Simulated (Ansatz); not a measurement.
Computed with Ansatz on PBE0-D4/def2-TZVP structures; ΔE is electronic, products minus reactants. CBS: MP2 limit from def2 TZ/QZ plus the TZ coupled-cluster correction, frozen cores. This one scheme is used for every species. For Ga outer-core shells are correlated without core-valence functions, which leaves a few kJ/mol of doubt a bond. Scalar relativity is left out up to krypton. One conformer a species, not always the lowest.

`[CH3][GaH][CH2]F` + H–F → `F[CH2][GaH][F]` + CH₄  (ligand exchange at a Ga–C bond)

`[CH3][GaH][CH2]F`:

Cartesian coordinates in Å:
```
C 1.510 0.414 0.740
Ga -0.054 -0.695 0.326
C -1.466 -0.026 -0.912
F -1.173 1.252 -1.391
H 1.575 0.591 1.817
H 2.428 -0.105 0.448
H 1.468 1.374 0.225
H -0.259 -2.132 0.941
H -2.443 0.017 -0.416
H -1.585 -0.689 -1.777
```

H–F:

```xyz
2

F    -0.010   -0.214   -0.407
H     0.010    0.214    0.407
```

`F[CH2][GaH][F]`:

Cartesian coordinates in Å:
```
F 0.967 -1.660 -0.295
C -0.136 -0.899 0.071
Ga 0.235 1.037 -0.109
F -1.162 2.008 0.355
H -0.401 -1.146 1.104
H -0.983 -1.188 -0.561
H 1.480 1.847 -0.565
```

CH₄:

```xyz
5

C     0.000    0.000    0.000
H    -0.010    0.973    0.491
H     1.022   -0.257   -0.276
H    -0.619    0.038   -0.896
H    -0.393   -0.754    0.681
```

| species | CCSD(T)/CBS(def2) energy (Eh) |
| --- | --- |
| `[CH3][GaH][CH2]F` | -2103.42457 |
| H–F | -100.39570 |
| `F[CH2][GaH][F]` | -2163.39923 |
| CH₄ | -40.46206 |

Problem. Work out ΔE.

Solution. ΔE = (-2163.39923) + (-40.46206) − (-2103.42457) − (-100.39570) = -0.04102 Eh = -107.7 kJ/mol.

Largest T1 diagnostic among the species: 0.013.

The D4 term adds +5.6 kJ/mol with B3LYP and +3.1 kJ/mol with PBE0; it sums over pairs of atoms, weighted by their polarisabilities, and B3LYP, whose exchange is more repulsive, gets the larger term. From PBE to PBE0 (25 % exact exchange), in def2-TZVPP and without D4, ΔE moves by +3.7 kJ/mol. In def2-TZVPP, CCSD(T) changes the Hartree–Fock value by +23.7 kJ/mol (the triples alone add +1.6 kJ/mol) and MP2 by +25.1 kJ/mol.

B3LYP here is the variant with VWN-RPA as its local correlation; programs differ in this.
